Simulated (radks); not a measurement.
The numbers below are computed, except where a source is named.
Spin polarisation of the 4s1 shell in neutral copper. Start: [Ar] 3d10 4s(up 0.5, down 0.5); electrons of 4s are moved from spin down to spin up, other shells keep equal spins. Code: a radial shooting solver on a logarithmic mesh with Libxc functionals. Model: non-relativistic Kohn-Sham, PBE, spin-polarised, spherical densities, point nucleus.

| moment (Bohr magnetons) | E - E(0) (eV) | e(4s up) (eV) | e(4s down) (eV) | 3d down minus up (eV) | 3p down minus up (eV) | 3s down minus up (eV) |
|---|---|---|---|---|---|---|
| 0 | 0.000 | -4.438 | -4.438 | 0.000 | 0.000 | 0.000 |
| 0.25 | -0.014 | -4.550 | -4.318 | 0.038 | -0.007 | -0.011 |
| 0.5 | -0.058 | -4.652 | -4.189 | 0.077 | -0.013 | -0.021 |
| 0.75 | -0.130 | -4.745 | -4.049 | 0.115 | -0.019 | -0.032 |
| 1 | -0.232 | -4.828 | -3.886 | 0.154 | -0.026 | -0.042 |

At moment 1 the spin-polarisation energy is -0.232 eV and the 4s exchange splitting 0.942 eV, that is 0.942 eV per Bohr magneton; E = -I m^2/4 would give I = 0.929 eV.
